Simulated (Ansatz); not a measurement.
`B[SeH]` + `OB1CO1` → `BOB1CO1` + H₂Se at 600 K and 1 bar (ligand exchange at a B–Se bond).

Program: Ansatz. Geometries: PBE0-D4/def2-TZVP. ΔE: electronic, gas phase. CBS: MP2 limit from def2 TZ/QZ plus the TZ coupled-cluster correction, frozen cores. For Se outer-core shells are correlated without core-valence functions, which leaves a few kJ/mol of doubt a bond. Scalar relativity is left out up to krypton. Each species was taken in one conformer, which may not be the lowest.

| species | CCSD(T)/CBS energy (Eh) | H − E (kJ/mol) | S (J/(mol·K)) |
| --- | --- | --- | --- |
| `B[SeH]` | -2427.30556 | 106.0 | 301.0 |
| `OB1CO1` | -215.03899 | 167.5 | 328.8 |
| `BOB1CO1` | -240.45540 | 209.3 | 397.0 |
| H₂Se | -2401.89790 | 57.0 | 244.8 |

H − E and S are ideal-gas, rigid-rotor, harmonic terms from PBE0-D4/def2-TZVP, for one conformer and one mirror image of each species. 1 Eh = 2625.50 kJ/mol, R = 8.31446 J/(mol·K).

Task: By hand: ΔE, ΔH, ΔS and ΔG.

Result: ΔE = (-240.45540) + (-2401.89790) − (-2427.30556) − (-215.03899) = -0.00875 Eh = -23.0 kJ/mol. Δ(H − E) = 209.3 + 57.0 − 106.0 − 167.5 = -7.2, so ΔH = -30.2 kJ/mol. ΔS = 397.0 + 244.8 − 301.0 − 328.8 = 12.0 J/(mol·K). ΔG = -30.2 − 600 × (12.0)/1000 = -37.4 kJ/mol.

Task: By hand: the equilibrium constant, and the temperature at which ΔG would vanish if ΔH and ΔS stayed fixed.

Result: log₁₀ K = −ΔG/(RT ln 10) = 3.3. ΔH and −TΔS have one sign here, so there is no such temperature.

The number of gas molecules stays the same, so ΔS is small and ΔH decides. A doubt of 5 kJ/mol in ΔE shifts log₁₀ K by 0.4 here. Other conformers and mirror images would add mixing entropy, several J/(mol·K) or more a flexible species. Modes under 60 cm⁻¹, often nearly free rotors, make the harmonic entropy too high. These are equilibria of isolated gas molecules and say nothing of rates. Largest T1 diagnostic: 0.015 (customary marks: 0.02 for closed shells, 0.045 for open ones).

ΔS is within the doubt of such terms, so its sign, and with it that verdict, could turn.
